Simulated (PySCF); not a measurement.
C4H9S, doublet, geometry from GFN2-xTB. Base run: PySCF with HF/pcseg-1.

The PySCF input:
```python
from pyscf import gto, scf

mol = gto.M(
    atom='''
C     0.58743936    0.37937218    1.48279252
C     0.24494271   -0.33022421    0.30011842
C    -0.80105123   -1.41535076    0.45284245
C     1.41092554   -0.75110211   -0.57326414
S    -0.64174228    1.10319047   -0.80711740
H    -0.12440477    0.49367211    2.27999453
H     1.47810212    0.97792090    1.52002766
H    -0.35156060   -2.27653823    0.94591929
H    -1.17349404   -1.72970817   -0.51913272
H    -1.63885989   -1.07321425    1.05655524
H     1.05683430   -1.10915794   -1.53692940
H     1.95956425   -1.55286840   -0.08168852
H     2.08692557    0.08392280   -0.73928868
H    -1.67876878    1.23875316    0.01348557
''',
    basis='pcseg-1',
    spin=1,
    verbose=3,
)

mf = scf.UHF(mol)
mf.kernel()
```

Variants of this job, named by their change:

```
change                                           ΔE vs base (mEh)  fitting functions  dipole (D)
-----------------------------------------------  ----------------  -----------------  ----------
base                                                        0.000                  -        2.18
auxbasis = def2-svp-ri                                      301.8                380        2.12
auxbasis = cc-pvdz-jkfit                                    0.081                599        2.18
only_dfj = on; auxbasis = def2-universal-jfit              -0.433                346        2.18
auxbasis = even-tempered beta=2.0                           0.091                881        2.18
auxbasis = cc-pvtz-jkfit                                    0.037                707        2.18
auxbasis = def2-universal-jfit                             2285.0                346        2.12
auxbasis = autoaux                                          0.221                839        2.18
auxbasis = even-tempered beta=3.0                          -0.062                625        2.18
auxbasis = default (with mf = mf.density_fit())             0.091                881        2.18
```

A fitting set is made for a task (jfit for Coulomb, jkfit for Coulomb and exchange, ri for correlation) and for a family of orbital bases.

Open shells are given as the SCF converged; they aren't shown to be the lowest states, and a large step between rows can be another state.
